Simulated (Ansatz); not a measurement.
Consider the ligand exchange at a K–S bond: `C[S][K]` + HI → `[K][I]` + CH₃SH.

Program: Ansatz. Geometries: PBE0-D4/def2-TZVP. ΔE: electronic, gas phase. CCSD(T)/CBS adds triple-zeta CCSD(T) − MP2 to the extrapolated MP2 energy (def2 sets, frozen cores). This one scheme is used for every species. Functionals use def2-TZVPP. B3LYP here is the variant with VWN-RPA as its local correlation; programs differ in this. def2 core potentials past Kr. For I, K outer-core shells are correlated without core-valence functions, which leaves a few kJ/mol of doubt a bond. Scalar relativity is left out up to krypton.

```csv
level,ΔE (kJ/mol),difference from CCSD(T)/CBS
PBE-D4,-139.7,7.8
BLYP-D4,-136.0,11.5
CAM-B3LYP-D4,-152.7,-5.2
ωB97M-V,-153.7,-6.2
B2PLYP,-152.6,-5.1
r2SCAN,-153.4,-5.9
B3LYP,-149.8,-2.3
r2SCANh,-156.2,-8.7
r2SCAN0,-160.3,-12.8
BHLYP,-162.4,-14.9
CAM-B3LYP,-154.1,-6.6
LC-ωPBE,-157.1,-9.6
HF/def2-TZVPP,-180.2,-32.7
CCSD/def2-TZVPP,-153.3,-5.8
CCSD(T)/def2-TZVPP,-149.5,-2.0
CCSD/CBS(def2),-151.3,-3.8
CCSD(T)/CBS,-147.5,0
```

Largest T1 diagnostic among the species: 0.009.

From PBE to PBE0 (25 % exact exchange), in def2-TZVPP and without D4, ΔE moves by −11.9 kJ/mol. Leaving LDA and LC-ωPBE aside and taking each functional with its dispersion term where it has one, the values, not all of them listed here, spread over 25.3 kJ/mol, from BHLYP-D4 to BLYP-D4. At CCSD(T), def2-SVP lies −17.8 kJ/mol from the extrapolated value and def2-TZVPP −2.0 kJ/mol.
